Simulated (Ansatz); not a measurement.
The same molecule with X = O, S, Se, Te. Ansatz, PBE0-D4/def2-TZVP geometries, multiplicity 1. Each molecule was computed in one conformer, which needn't be the lowest.

Elements past krypton have def2 core potentials. Scalar relativity is left out up to krypton.

```tsv
X	molecule	mean X–B bond length / Å	mean X–H bond length / Å	size of the dipole moment (ωB97M-V/def2-TZVPP) / D	LUMO energy (ωB97M-V/def2-TZVPP) / eV	HOMO energy (ωB97M-V/def2-TZVPP) / eV
O	`OBCl`	1.340	0.963	1.12	1.63	-11.45
S	`SBCl`	1.779	1.343	1.52	0.74	-10.46
Te	`ClB[TeH]`	2.120	1.658	0.62	0.30	-9.14
```

Q: Give the row for X = Se, `ClB[SeH]`. (Best estimate.)

A: The calculation gave: 
```csv
X,molecule,mean X–B bond length / Å,mean X–H bond length / Å,size of the dipole moment (ωB97M-V/def2-TZVPP) / D,LUMO energy (ωB97M-V/def2-TZVPP) / eV,HOMO energy (ωB97M-V/def2-TZVPP) / eV
Se,`ClB[SeH]`,1.916,1.469,1.22,0.56,-9.92
```

From O to Te the mean X–B bond length rises at each step, by 0.780 Å in all; the mean X–H bond length rises at each step, by 0.695 Å in all; the LUMO energy (ωB97M-V/def2-TZVPP) falls at each step, by 1.33 eV in all; the HOMO energy (ωB97M-V/def2-TZVPP) rises at each step, by 2.31 eV in all. Bonds lengthen as the atom grows down the group. Dipoles are sizes alone, and their direction can turn along the series.

Spin–orbit coupling is left out; it splits and shifts lone-pair levels of the heavy atoms by tenths of an eV.
